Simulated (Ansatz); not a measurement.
Diatomic MgF, multiplicity 2 (the spin of the measured ground state).

```csv
level,bond energy D_e (kJ/mol),minus CCSD(T)/def2-QZVPP
SVWN5/def2-TZVPP,511.5,72.9
PBE/def2-TZVPP,451.2,12.6
r2SCAN/def2-TZVPP,458.1,19.4
B97M-V/def2-TZVPP,429.8,-8.8
B3LYP/def2-TZVPP,427.4,-11.2
PBE0/def2-TZVPP,428.3,-10.4
BHLYP/def2-TZVPP,398.0,-40.6
CAM-B3LYP/def2-TZVPP,437.8,-0.8
wB97X-V/def2-TZVPP,436.6,-2.0
wB97M-V/def2-TZVPP,414.8,-23.8
B2PLYP/def2-TZVPP,432.4,-6.2
CCSD/def2-TZVPP,407.1,-31.5
CCSD/def2-QZVPP,428.1,-10.5
CCSD(T)/def2-TZVPP,416.0,-22.6
CCSD(T)/def2-QZVPP,438.6,0.0
```

 The comparison column counts from a level with limits of its own.

The rows run from 398.0 (BHLYP/def2-TZVPP) to 511.5 kJ/mol (SVWN5/def2-TZVPP). From def2-TZVPP to def2-QZVPP CCSD(T) changes by 22.6. The 11 functionals in def2-TZVPP without D3 or D4 span 113.5, from BHLYP to SVWN5.

D_e counts from the fitted minimum to each atom's lowest state at the same level, without counterpoise.

Correlated levels freeze the inner cores; with def2 sets outer-core shells near the valence are correlated too.

The values were computed with Ansatz (a program for electronic structure) with Gaussian orbitals. Values without a source in brackets are computed.
